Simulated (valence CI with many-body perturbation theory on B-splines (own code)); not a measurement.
# Sm56+: calculated level list

Level of theory: configuration interaction combined with many-body perturbation theory (CI+MBPT): four valence electrons over a frozen Dirac-Fock core [He], a basis of 11 s, 11 p, 9 d, 7 f, 5 g, 2 h, 1 i functions for each j, with the one-electron correlation potential Σ1, the two-electron term Σ2, the three-electron term Σ3, Breit, model QED; selected CI, second order for the rest (own B-spline code, finite nucleus).

No measured spectrum was set against this ion. As an estimate, large intervals hold to a few tenths of a per cent, small ones and those within an open d or f shell to about a per cent. Among the levels kept, up to 250 cm⁻¹ of a level comes from second order outside the variational space, and about a tenth of that is noise between levels of different J, which matters for small intervals.

Levels 46 to 90 of 115, with energies above the lowest level, (2s^2 2p1/2^2) J=0. "Leading %" is the weight of the configuration and term that name the level; weights of strongly mixed levels are sums over their largest components and can fall short. In the jj column 3d3/2^4 stands for four electrons in 3d with j = 3/2. Lifetimes count E1, E2, E3, M1 and M2 decay at the calculated energies, and are blank where another channel may lead or the interval is too uncertain; long ones can be off by a factor of two.

```tsv
No.	Configuration	Term	J	E (× 10³ cm⁻¹)	Leading %	Lifetime	Leading jj
46	2s2p²3s	³P	1	62322	67	7.64 fs	2s 2p1/2 2p3/2 3s (98 %)
47	2s2p²3s	³D	3	62406	59	14.4 fs	2s 2p1/2 2p3/2 3s (97 %)
48	2s2p²3s	³P	2	62579	39	7.84 fs	2s 2p1/2 2p3/2 3s (98 %)
49	2s2p²3p	⁵P°	1	62709	39	12.2 fs	2s 2p1/2 2p3/2 3p1/2 (100 %)
50	2s2p²3p	⁵D°	2	62787	47	6.18 fs	2s 2p1/2 2p3/2 3p1/2 (99 %)
51	2s2p²3s	¹P	1	62901	34	10.3 fs	2s 2p1/2 2p3/2 3s (74 %)
52	2s2p²3s	³P	0	62921	94	7.14 fs	2s 2p1/2 2p3/2 3s (94 %)
53	2s2p²3s	³P	1	62973	64	14.9 fs	2s 2p1/2 2p3/2 3s (98 %)
54	2s2p²3s	¹D	2	62986	40	15.2 fs	2s 2p1/2 2p3/2 3s (94 %)
55	2s2p²3p	³D°	3	63011	33	3.93 fs	2s 2p1/2 2p3/2 3p1/2 (98 %)
56	2s²2p3p	³D	3	63070	96	138 fs	2s^2 2p3/2 3p3/2 (96 %)
57	2s²2p3p	¹P	1	63109	40	20.8 fs	2s^2 2p3/2 3p3/2 (72 %)
58	2s2p²3p	³P°	2	63243	42	6.94 fs	2s 2p1/2 2p3/2 3p1/2 (99 %)
59	2s²2p3p	³P	2	63281	58	76.0 fs	2s^2 2p3/2 3p3/2 (91 %)
60	2s²2p3p	¹S	0	63453	64	79.7 fs	2s^2 2p3/2 3p3/2 (94 %)
61	2s2p²3p	³P°	0	63455	47	3.11 fs	2s 2p1/2 2p3/2 3p1/2 (95 %)
62	2s2p²3p	³D°	1	63463	58	3.16 fs	2s 2p1/2 2p3/2 3p1/2 (95 %)
63	2s2p²3p	³F°	2	63479	43	3.61 fs	2s 2p1/2 2p3/2 3p1/2 (93 %)
64	2s²2p3d	³D°	2	63668	44	1.84 fs	2s^2 2p3/2 3d3/2 (90 %)
65	2s²2p3d	³F°	3	63718	52	1.61 fs	2s^2 2p3/2 3d3/2 (94 %)
66	2s²2p3d	³P°	1	63750	55	1.36 fs	2s^2 2p3/2 3d3/2 (94 %)
67	2s²2p3d	³P°	0	63769	94	1.82 fs	2s^2 2p3/2 3d3/2 (94 %)
68	2s2p²3p	³D°	1	63786	30	7.13 fs	2s 2p1/2 2p3/2 3p1/2 (98 %)
69	2s²2p3d	³F°	4	63988	97	14.0 ps	2s^2 2p3/2 3d5/2 (97 %)
70	2s²2p3d	³P°	2	64076	46	1.74 fs	2s^2 2p3/2 3d5/2 (96 %)
71	2s²2p3d	³D°	3	64188	52	904 as	2s^2 2p3/2 3d5/2 (83 %)
72	2s2p²3p	⁵D°	3	64245	44	5.98 fs	2s 2p1/2 2p3/2 3p3/2 (87 %)
73	2s²2p3d	¹P°	1	64266	51	1.40 fs	2s^2 2p3/2 3d5/2 (80 %)
74	2s2p²3p	⁵P°	1	64305	23	3.50 fs	2s 2p1/2 2p3/2 3p3/2 (79 %)
75	2s2p²3p	³D°	2	64396	41	5.83 fs	2s 2p1/2 2p3/2 3p3/2 (94 %)
76	2s2p²3p	³P°	0	64504	81	3.50 fs	2s 2p1/2 2p3/2 3p3/2 (99 %)
77	2s2p²3p	³F°	4	64531	59	887 fs	2s 2p1/2 2p3/2 3p3/2 (98 %)
78	2s2p²3p	³P°	2	64537	33	6.14 fs	2s 2p1/2 2p3/2 3p3/2 (74 %)
79	2s2p²3p	¹P°	1	64593	26	4.14 fs	2s 2p1/2 2p3/2 3p3/2 (67 %)
80	2s2p²3p	³D°	3	64704	52	6.00 fs	2s 2p1/2 2p3/2 3p3/2 (99 %)
81	2p³3s	³P°	2	64775	26	24.8 fs	2p1/2^2 2p3/2 3s (54 %)
82	2s2p²3d	⁵F	2	64781	45	3.85 fs	2s 2p1/2 2p3/2 3d3/2 (99 %)
83	2s2p²3d	⁵D	1	64795	49	4.87 fs	2s 2p1/2 2p3/2 3d3/2 (99 %)
84	2s2p²3d	⁵D	0	64803	84	19.9 fs	2s 2p1/2 2p3/2 3d3/2 (100 %)
85	2s2p²3d	⁵F	3	64851	53	4.42 fs	2s 2p1/2 2p3/2 3d3/2 (95 %)
86	2p³3s	¹P°	1	64897	16	6.54 fs	2p1/2^2 2p3/2 3s (55 %)
87	2s2p²3p	³D°	3	65063	44	8.82 fs	2s 2p1/2 2p3/2 3p3/2 (99 %)
88	2s2p²3d	⁵F	4	65072	40	824 fs	2s 2p1/2 2p3/2 3d3/2 (82 %)
89	2s2p²3p	³D°	2	65081	32	7.06 fs	2s 2p1/2 2p3/2 3p3/2 (88 %)
90	2s2p²3d	³D	3	65140	29	1.45 fs	2s 2p1/2 2p3/2 3d3/2 (91 %)
```
